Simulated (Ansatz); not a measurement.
Ansatz (a program for electronic structure) input (HF/cc-pVQZ):

Ansatz 0.2 input:
```yaml
crystal:
  periodic: [false, false, false]
  atoms:
    - {symbol: C, position_ang: [1.74811864, -0.38539365, -0.51119614]}
    - {symbol: C, position_ang: [0.80211667, 0.14908907, 0.20962455]}
    - {symbol: C, position_ang: [-0.58517617, 0.47065927, -0.28407148]}
    - {symbol: O, position_ang: [-1.58291502, -0.21187528, 0.46948615]}
    - {symbol: H, position_ang: [2.77260783, -0.70237133, -0.40038184]}
    - {symbol: H, position_ang: [0.97921402, 0.37128839, 1.26660763]}
    - {symbol: H, position_ang: [-0.66322225, 0.24594149, -1.35188006]}
    - {symbol: H, position_ang: [-0.79311591, 1.53284419, -0.14323055]}
    - {symbol: H, position_ang: [-1.42251833, -1.15882855, 0.38685415]}
basis:
  gaussian:
    orbitals: cc-pVQZ
hamiltonian:
  xc: hf
magnetization: {spin_polarized: true, initial_magnetization: 1}
```

Output:

```
Functional definition: HF
integrals: 0.28 GiB planned
1247 factors; their error is unknown
mean field: 2.50 GiB planned
mean field evaluation 1: about -5203.7553 eV, gradient 2.5e1 eV
mean field evaluation 2: about -5206.4987 eV, gradient 1.3e1 eV
mean field evaluation 4: about -5207.2300 eV, gradient 1.3e0 eV
mean field evaluation 8: about -5207.3117 eV, gradient 4.6e-1 eV
mean field evaluation 16: about -5207.3524 eV, gradient 2.0e-5 eV
mean field -5207.35239304 eV, -191.3666707740 hartree, gradient 1.2e-5 eV, S^2 0.920852; 0 other end points of the search recorded, 0 dependent functions left out
reference -5207.35239304 eV, -191.3666707740 hartree; 16, 15 occupied and 354, 355 virtual orbitals, 1247 factors
Total energy: -5207.35239304 eV, -191.3666707740 hartree
```

It need not be the lowest isomer of its formula.

The determinant is spin-contaminated: <S^2> is 0.92 against 0.75 for a pure state.
